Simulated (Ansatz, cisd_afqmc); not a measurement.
Species: BaO, charge 0, singlet. BaO (SMILES [O]=[Ba]).
B3LYP-D3(BJ)/def2-TZVP minimum from Ansatz (a program for electronic structure):
```xyz
2

Ba     0.0000     0.0000    -0.2433
O      0.0000     0.0000     1.7033
```

Total energies in def2-SVP, 8 correlated electrons, 5 frozen orbitals. Radicals and triplets start from unrestricted determinants; spin-orbit coupling is neglected. Correlated methods leave the cores frozen (noble-gas shells, and filled d and f shells in the p block). Past Kr the def2 sets carry scalar-relativistic core potentials. The Monte Carlo rows (phaseless AFQMC, CISD trial, step 0.005/hartree) carry one-sigma bars that omit the constraint's bias. Outlying blocks are dropped, and bars are widened where a walk drifts. Over all cases where full CI ran beside it in this data, AFQMC minus full CI had a median of +0.1 mEh and passed +0.4 mEh in a tenth of the cases. The T1 diagnostic of BaO ([O]=[Ba], singlet) reaches 0.033 in the sets run.

```csv
method,program,energy (Eh),minus CCSDTQ (mEh)
HF,Ansatz,-99.85318,238.13
MP2,Ansatz,-100.09856,-7.26
CCSD,Ansatz,-100.08076,10.54
CCSD(T),Ansatz,-100.09023,1.08
CCSDT(Q),Ansatz,-100.09158,-0.28
CCSDTQ,Ansatz,-100.09130,0.00
AFQMC/CISD,cisd_afqmc,-100.0920 ± 0.0004,-0.7 ± 0.4
```

Rough core times of Ansatz's runs on a shared machine: CCSD(T) under 20 s, CCSDT(Q) under 20 s, CCSDTQ 4 min.
